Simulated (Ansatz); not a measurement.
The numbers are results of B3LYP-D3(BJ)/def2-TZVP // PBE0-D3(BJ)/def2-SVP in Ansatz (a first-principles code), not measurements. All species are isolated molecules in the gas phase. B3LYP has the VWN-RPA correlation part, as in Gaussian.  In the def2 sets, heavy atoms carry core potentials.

Reference species (SMILES): `[CH3][Sn]([Cl])([Cl])[Cl]` (neutral, multiplicity 1).

dipole moment: 3.49 D
vertical ionisation energy (Delta-SCF): 10.78 eV
LUMO: -2.54 eV
HOMO: -8.83 eV

Changed species: `C[CH2][Sn]([Cl])([Cl])[Cl]` (Y = ethyl; the reference has Y = methyl).

Q: Give the shifts of the dipole moment, vertical ionisation energy (Delta-SCF), LUMO and HOMO.

A: the dipole moment rises by 0.43 D, to 3.92 D; the vertical ionisation energy (Delta-SCF) falls by 0.42 eV, to 10.36 eV; the LUMO rises by 0.06 eV, to -2.48 eV; the HOMO goes up by 0.33 eV, to -8.50 eV.
